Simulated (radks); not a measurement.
Problem. These are the eigenvalues of the occupied orbitals of an atom or ion with whole-number occupations (hartree). All-electron calculation, scalar-relativistic Kohn-Sham, PBEsol, spin-polarised, spherical densities, finite nucleus; Fermi nuclear charge, rms radius of each element as measured or else 0.836 A^(1/3) + 0.57 fm. Program: a radial shooting solver on a logarithmic mesh with Libxc functionals.

orbital  eigenvalue
1s up     -1971.259
1s down   -1971.256
2s up     -328.6362
2s down   -328.6330
2p up     -291.7194
2p down   -291.7160
3s up     -73.48483
3s down   -73.42486
3p up     -62.14842
3p down   -62.08843
3d up     -47.54661
3d down   -47.50004
4s up     -14.91320
4s down   -14.78331
4p up     -11.18129
4p down   -11.05257
4d up      -6.09766
4d down    -5.96947
5s up      -2.26034
5s down    -2.16465
5p up      -1.36897
5p down    -1.28966
4f up      -0.58887
4f down    -0.46803
6s up      -0.38867
6s down    -0.37808

Which element is it, and in what charge state? The configuration may be excited.

Solution. Z = 66, dysprosium, charge +1: Dy+ in [Kr] 4d10 4f10 5s2 5p(up 3, down 2) 6s2. The list shows which subshells hold electrons but not how many an open one holds; the 1s level, -1971.3 hartree, gives Z - s = 62.8 by -(Z - s)^2/2, which with screening and relativity narrows Z to a few neighbours, and the depths of the outer levels then fix element, charge and occupations together.
